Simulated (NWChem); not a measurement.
System: ammonium (NH$_{4}$ cation); SMILES [NH4+]

Here is an NWChem input.

```
start job
memory heap 200 mb stack 900 mb global 1100 mb
charge 1
geometry units angstroms noautosym nocenter noautoz
  N      0.000000     0.000000     0.000000
  H     -0.590962    -0.590962    -0.590962
  H      0.590962     0.590962    -0.590962
  H     -0.590962     0.590962     0.590962
  H      0.590962    -0.590962     0.590962
end
basis spherical
  * library def2-svp
end
dft
  xc pbe0
  iterations 150
end
cosmo
  do_cosmo_smd true
  solvent dcm
end
task dft energy
```

Parts of the log:

```
             Northwest Computational Chemistry Package (NWChem) 7.3.0
             --------------------------------------------------------

                             Geometry "geometry" -> ""
                             -------------------------

 Output coordinates in angstroms (scale by  1.889725989 to convert to a.u.)

  No.       Tag          Charge          X              Y              Z
 ---- ---------------- ---------- -------------- -------------- --------------
    1 N                    7.0000     0.00000000     0.00000000     0.00000000
    2 H                    1.0000    -0.59096200    -0.59096200    -0.59096200
    3 H                    1.0000     0.59096200     0.59096200    -0.59096200
    4 H                    1.0000    -0.59096200     0.59096200     0.59096200
    5 H                    1.0000     0.59096200    -0.59096200     0.59096200

 Effective nuclear repulsion energy (a.u.)      16.3752187520

                                 NWChem DFT Module
                                 -----------------

 Summary of "ao basis" -> "ao basis" (spherical)
 ------------------------------------------------------------------------------
       Tag                 Description            Shells   Functions and Types
 ---------------- ------------------------------  ------  ---------------------
 N                          def2-svp                 6       14   3s2p1d
 H                          def2-svp                 3        5   2s1p

 in cosmo_initialize ...
 calling solv_data for solv:dcm

 solvent parameters
 solvname_short: dcm
 solvname_long:  dichloromethane
 dielec:        8.9300
 dielecinf:     2.0283
 nonaqueous SMD model solvent descriptors
 dielec:        8.9300
 sola:          0.1000
 solb:          0.0500
 solc:          0.0000
 solg:         39.1500
 solh:          0.6670
 soln:          1.4242

          ---------------
          -cosmo- solvent
          ---------------
 Cosmo: York-Karplus, doi: 10.1021/jp992097l
 dielectric constant -eps-     =   8.93
 screen = (eps-1)/(eps    )    =   0.88802
 surface charge correction     = lagrangian

   van der Waals surface
 --------------------------

 ---------- ATOMIC COORDINATES (A.U.) ------------ VDWR(ANG.) --
     1    0.00000000    0.00000000    0.00000000     1.890
     2   -1.11675625   -1.11675625   -1.11675625     1.200
     3    1.11675625    1.11675625   -1.11675625     1.200
     4   -1.11675625    1.11675625    1.11675625     1.200
     5    1.11675625   -1.11675625    1.11675625     1.200
 number of segments per atom =        128
 number of   points per atom =        128
 atom (   nspa,  nppa )
 ----------------------
    1 (     88,     0 )       0
    2 (     43,     0 )       0
    3 (     43,     0 )       0
    4 (     43,     0 )       0
    5 (     43,     0 )       0
 number of -cosmo- surface points =      260
 molecular surface =     48.087 angstrom**2
 molecular volume  =     30.468 angstrom**3
 -lineq- algorithm             =   0
 -bem- low  level              =   3
 -bem- from -octahedral-
 gaussian surface charge width =   4.50000
 degree of switching           =   1.00000
 switching function tolerance  =   0.00010
 atomic radii =
 --------------
    1  7.000  1.890
    2  1.000  1.200
    3  1.000  1.200
    4  1.000  1.200
    5  1.000  1.200
 ...... end of -cosmo- initialization ......

 nat:                     5
 ixmem:                  1509
 calling mnsol_interface()
 G(SMD-CDS) energy (kcal/mol)  =     1.054
 SMD-CDS SASA (angstrom**2)    =    67.552

            General Information
            -------------------
          SCF calculation type: DFT
          Wavefunction type:  closed shell.
          No. of atoms     :     5
          No. of electrons :    10
           Alpha electrons :     5
            Beta electrons :     5
          Charge           :     1
          Spin multiplicity:     1
          Use of symmetry is: off; symmetry adaption is: off
          Maximum number of iterations: 150
          AO basis - number of functions:    34
                     number of shells:    18
          Convergence on energy requested:  1.00D-06
          Convergence on density requested:  1.00D-05
          Convergence on gradient requested:  5.00D-04

              XC Information
              --------------
                         PBE0 Method XC Functional
                     Hartree-Fock (Exact) Exchange  0.250
          PerdewBurkeErnzerhof Exchange Functional  0.750
            Perdew 1991 LDA Correlation Functional  1.000 local
           PerdewBurkeErnz. Correlation Functional  1.000 non-local

             Grid Information
             ----------------
          Grid used for XC integration:  medium
          Radial quadrature: Mura-Knowles
          Angular quadrature: Lebedev.
          Tag              B.-S. Rad. Rad. Pts. Rad. Cut. Ang. Pts.
          ---              ---------- --------- --------- ---------
          N                   0.65       49           6.0       434
          H                   0.35       45           7.0       434
          Grid pruning is: on
          Number of quadrature shells:   229
          Spatial weights used:  Erf1

      Superposition of Atomic Density Guess
      -------------------------------------

 Sum of atomic energies:         -56.24129762

 Renormalizing density from      11.00 to     10

      Non-variational initial energy
      ------------------------------

 Total energy =     -53.107288
 1-e energy   =     -97.473739
 2-e energy   =      27.991231
 HOMO         =      -1.183271
 LUMO         =      -0.272511

   convergence    iter        energy       DeltaE   RMS-Dens  Diis-err
 ---------------- ----- ----------------- --------- --------- ---------
     COSMO gas phase
 d= 0,ls=0.0,diis     1    -56.5988786453 -7.30D+01  3.49D-02  2.07D+00
 d= 0,ls=0.0,diis     2    -56.5548725537  4.40D-02  1.93D-02  2.14D+00
 d= 0,ls=0.0,diis     3    -56.7876431094 -2.33D-01  1.08D-03  8.00D-03
 d= 0,ls=0.0,diis     4    -56.7885255578 -8.82D-04  2.92D-05  2.10D-06
 d= 0,ls=0.0,diis     5    -56.7885257860 -2.28D-07  3.24D-06  4.98D-08

   convergence    iter        energy       DeltaE   RMS-Dens  Diis-err
 ---------------- ----- ----------------- --------- --------- ---------
     COSMO solvation phase
 d= 0,ls=0.0,diis     1    -56.9073696615 -1.19D-01  5.39D-04  1.19D-04
 d= 0,ls=0.0,diis     2    -56.9073714505 -1.79D-06  3.63D-05  6.71D-07
 d= 0,ls=0.0,diis     3    -56.9073702422  1.21D-06  2.35D-06  5.48D-09
 d= 0,ls=0.0,diis     4    -56.9073701461  9.61D-08  1.04D-06  7.83D-09

         Total DFT energy =      -56.907370146119
      One electron energy =     -102.486686458006
           Coulomb energy =       39.754376365316
    Exchange-Corr. energy =       -8.051400464929
 Nuclear repulsion energy =       16.375218751974

             COSMO energy =       -2.498878340474

 Numeric. integr. density =       10.000005973751

                                COSMO-SMD solvation results
                                ---------------------------

             internal energy in gas <Psi(g)|H|Psi(g)> =       -56.788525785997
         internal energy in solvent <Psi(s)|H|Psi(s)> =       -56.788498418836
                               delta internal energy  =         0.000027367161 (    0.02 kcal/mol)
   total free energy in solvent <Psi(s)|H+V/2|Psi(s)> =       -56.909049065645
 polarization energy contribution <Psi(s)|V/2|Psi(s)> =        -0.120550646808 (  -75.65 kcal/mol)
    total free energy in solvent including G(SMD-CDS) =       -56.907370146119
                       G(SMD-CDS) energy contribution =         0.001678919525 (    1.05 kcal/mol)
     1 M fixed-concentration free energy of solvation =        -0.118844360122 (  -74.58 kcal/mol)

                       DFT Final Molecular Orbital Analysis
                       ------------------------------------

 Vector    3  Occ=2.000000D+00  E=-6.009666D-01
              MO Center= -1.3D-02,  1.4D-02,  2.1D-01, r^2= 8.6D-01
   Bfn.  Coefficient  Atom+Function         Bfn.  Coefficient  Atom+Function
  ----- ------------  ---------------      ----- ------------  ---------------
     4      0.368802  1 N  px                 5     -0.345957  1 N  py
    25      0.315668  4 H  s                 30     -0.295477  5 H  s
     7     -0.165404  1 N  px                 8      0.155158  1 N  py
    26      0.049765  4 H  s                 31     -0.046582  5 H  s

 Vector    4  Occ=2.000000D+00  E=-6.009666D-01
              MO Center=  1.5D-01,  1.2D-01, -6.7D-02, r^2= 8.6D-01
   Bfn.  Coefficient  Atom+Function         Bfn.  Coefficient  Atom+Function
  ----- ------------  ---------------      ----- ------------  ---------------
     6      0.413951  1 N  pz                20      0.352291  3 H  s
     5     -0.225272  1 N  py                30     -0.194269  5 H  s
     4     -0.184813  1 N  px                 9     -0.185653  1 N  pz
    25     -0.159675  4 H  s                  8      0.101033  1 N  py
     7      0.082887  1 N  px                21      0.055538  3 H  s

 Vector    5  Occ=2.000000D+00  E=-6.009666D-01
              MO Center= -1.4D-01, -1.4D-01, -1.4D-01, r^2= 8.5D-01
   Bfn.  Coefficient  Atom+Function         Bfn.  Coefficient  Atom+Function
  ----- ------------  ---------------      ----- ------------  ---------------
    15      0.374844  2 H  s                  4      0.293407  1 N  px
     5      0.292959  1 N  py                 6      0.290423  1 N  pz
     7     -0.131591  1 N  px                 8     -0.131389  1 N  py
     9     -0.130252  1 N  pz                20     -0.126521  3 H  s
    25     -0.123970  4 H  s                 30     -0.124353  5 H  s

 Vector    6  Occ=0.000000D+00  E= 2.192181D-02
              MO Center=  1.1D-09,  1.1D-09,  1.2D-09, r^2= 3.7D+00
   Bfn.  Coefficient  Atom+Function         Bfn.  Coefficient  Atom+Function
  ----- ------------  ---------------      ----- ------------  ---------------
     3      1.465083  1 N  s                 16     -0.592460  2 H  s
    21     -0.592460  3 H  s                 26     -0.592460  4 H  s
    31     -0.592460  5 H  s                  2      0.319181  1 N  s
     1      0.153773  1 N  s                 15     -0.101391  2 H  s
    20     -0.101391  3 H  s                 25     -0.101391  4 H  s

 Vector    7  Occ=0.000000D+00  E= 1.050942D-01
              MO Center= -4.7D-01, -4.7D-01, -4.7D-01, r^2= 3.0D+00
   Bfn.  Coefficient  Atom+Function         Bfn.  Coefficient  Atom+Function
  ----- ------------  ---------------      ----- ------------  ---------------
    16      1.540216  2 H  s                 26     -0.516620  4 H  s
    31     -0.516296  5 H  s                 21     -0.507300  3 H  s
     9      0.440315  1 N  pz                 7      0.436342  1 N  px
     8      0.436480  1 N  py                15      0.257238  2 H  s
     6     -0.228663  1 N  pz                 4     -0.226600  1 N  px

 Vector    8  Occ=0.000000D+00  E= 1.050942D-01
              MO Center= -1.3D-02,  1.3D-02,  7.1D-01, r^2= 3.1D+00
   Bfn.  Coefficient  Atom+Function         Bfn.  Coefficient  Atom+Function
  ----- ------------  ---------------      ----- ------------  ---------------
    26      1.268995  4 H  s                 31     -1.245864  5 H  s
     7      0.541080  1 N  px                 8     -0.530963  1 N  py
     4     -0.280992  1 N  px                 5      0.275738  1 N  py
    25      0.211940  4 H  s                 30     -0.208077  5 H  s

     Multipole analysis of the density
     ---------------------------------

     L   x y z        total         alpha         beta         nuclear
     -   - - -        -----         -----         ----         -------
     0   0 0 0      1.000000     -5.000000     -5.000000     11.000000

     1   1 0 0      0.000000      0.000000      0.000000      0.000000
     1   0 1 0      0.000000      0.000000      0.000000      0.000000
     1   0 0 1      0.000000      0.000000      0.000000      0.000000

     2   2 0 0     -3.202138     -4.095358     -4.095358      4.988578
     2   1 1 0     -0.000000     -0.000000     -0.000000      0.000000
     2   1 0 1     -0.000000     -0.000000     -0.000000      0.000000
     2   0 2 0     -3.202138     -4.095358     -4.095358      4.988578
     2   0 1 1     -0.000000     -0.000000     -0.000000      0.000000
     2   0 0 2     -3.202138     -4.095358     -4.095358      4.988578
```

Level: PBE0/def2-SVP, SMD on the gas-phase geometry. Geometry: optimised at PBE0-D3(BJ)/def2-TZVP. Solvent: dichloromethane.
